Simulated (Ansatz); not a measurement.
Total energies of C2H5AlS (`C=[C]([AlH2])S`).

```xyz
9

C     1.4600   -0.2060   -0.4743
C     0.3727    0.1764    0.2102
Al   -1.3675   -0.4082   -0.4223
S     0.5434    1.1825    1.6402
H     1.3594   -0.8278   -1.3585
H     2.4754    0.0726   -0.1980
H    -1.4223   -1.3155   -1.7194
H    -2.6605    0.0439    0.3794
H    -0.7606    1.2821    1.9427
```

The species carries charge 0 and has multiplicity 1. Geometry: relaxed with PBE0-D4/def2-TZVP. It is one conformer, not always the lowest. Basis def2-TZVPP, Ansatz 0.2.0.

RPA on PBE orbitals: Hartree–Fock energy of these orbitals -718.05829 Eh, correlation -1.01216 Eh (frozen core).

```csv
functional,energy without D4 (Eh),D4 term (kJ/mol)
r2SCAN,-719.74422,-4.6
B3LYP,-719.89732,-32.3
```

(1) Give the same for LDA (SPW92), PBE, revPBE, BLYP, B97M-V, PBE0, r2SCANh, r2SCAN0, HSE06 (plane-wave form), BHLYP, CAM-B3LYP, LC-ωPBE, ωB97X-V, ωB97M-V, B2PLYP, PBE-QIDH. (Best estimate.)

B3LYP takes the VWN-RPA correlation (the form of Gaussian; ORCA's B3LYP/G). HSE06 is the plane-wave form, built on full-range PBE exchange. The double hybrids freeze the cores in their second-order part.

Results:

(1) Ansatz gave: 
```tsv
functional	energy without D4 (Eh)	D4 term (kJ/mol)
LDA (SPW92)	-716.67053	–
PBE	-719.42903	-19.8
revPBE	-719.70175	-57.5
BLYP	-719.81198	-43.5
B97M-V	-719.69983	–
PBE0	-719.49454	-16.8
r2SCANh	-719.73652	-5.0
r2SCAN0	-719.72592	-5.6
HSE06 (plane-wave form)	-719.47623	-15.7
BHLYP	-719.79804	-26.0
CAM-B3LYP	-719.81703	-17.1
LC-ωPBE	-719.59182	–
ωB97X-V	-719.72491	–
ωB97M-V	-719.76683	–
B2PLYP	-719.53143	–
PBE-QIDH	-719.30704	–
```

LC-ωPBE has ω = 0.4 bohr⁻¹.
